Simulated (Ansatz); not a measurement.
Program: Ansatz. Geometries: PBE0-D4/def2-TZVP. ΔE: electronic, gas phase. CCSD(T)/CBS is the MP2 limit (def2-TZVPP, def2-QZVPP) plus CCSD(T) − MP2 in def2-TZVPP, frozen cores. Functionals use def2-TZVPP. For Ge outer-core shells are correlated without core-valence functions, which leaves a few kJ/mol of doubt a bond. Scalar relativity is left out up to krypton. Each species was taken in one conformer, which may not be the lowest.

Consider the formal exchange of groups at a Ge–S bond: `C[S][Ge][SH]` + `OCCCF` → `C[S][Ge][OH]` + `FCCCS`.

`C[S][Ge][SH]`:

Cartesian coordinates in Å:
```
C -0.704 -1.146 -0.902
S 0.487 -0.404 0.247
Ge -0.248 1.685 0.341
S 1.299 2.456 1.771
H -1.218 -1.966 -0.402
H -1.441 -0.413 -1.233
H -0.170 -1.530 -1.770
H 1.996 1.319 1.949
```

`OCCCF`:

Cartesian coordinates in Å:
```
O 0.668 1.918 0.798
C 0.393 0.533 0.769
C -0.163 0.201 -0.597
C -0.459 -1.265 -0.771
F -1.446 -1.671 0.115
H 0.938 2.158 1.687
H -0.335 0.255 1.541
H 1.307 -0.054 0.946
H 0.562 0.500 -1.361
H -1.072 0.783 -0.771
H 0.426 -1.880 -0.575
H -0.817 -1.477 -1.782
```

`C[S][Ge][OH]`:

Cartesian coordinates in Å:
```
C 0.140 0.735 -1.390
S 0.779 -0.206 0.023
Ge -1.087 -0.417 1.239
O -0.408 -1.342 2.607
H 0.675 1.681 -1.462
H 0.297 0.161 -2.302
H -0.927 0.938 -1.278
H 0.530 -1.550 2.563
```

`FCCCS`:

```xyz
12

F     0.124    1.789    1.298
C     0.716    0.546    1.124
C    -0.279   -0.412    0.522
C    -0.762   -0.002   -0.859
S     0.521    0.017   -2.139
H     1.581    0.681    0.470
H     1.052    0.200    2.106
H     0.182   -1.405    0.482
H    -1.143   -0.489    1.191
H    -1.584   -0.639   -1.189
H    -1.140    1.022   -0.834
H     0.732   -1.309   -2.171
```

**Question.** Is it downhill or uphill in electronic energy at CCSD(T)/CBS, and by how much? (An estimate is asked.)

**Answer.** The calculation gave: Downhill: ΔE = -0.22 eV.

**Question.** What do these levels give: PBE-D4, ωB97M-V, r2SCAN, PBE0, CCSD(T)/def2-TZVPP, MP2/def2-QZVPP? (Best estimate.)

**Answer.** The calculation gave: PBE-D4 -0.15, ωB97M-V -0.23, r2SCAN -0.16, PBE0 -0.12, CCSD(T)/def2-TZVPP -0.22, MP2/def2-QZVPP -0.28 eV.

Largest T1 diagnostic among the species: 0.014.

In def2-TZVPP, CCSD(T) changes the Hartree–Fock value by −0.09 eV (the triples alone add −0.01 eV) and MP2 by −0.14 eV.
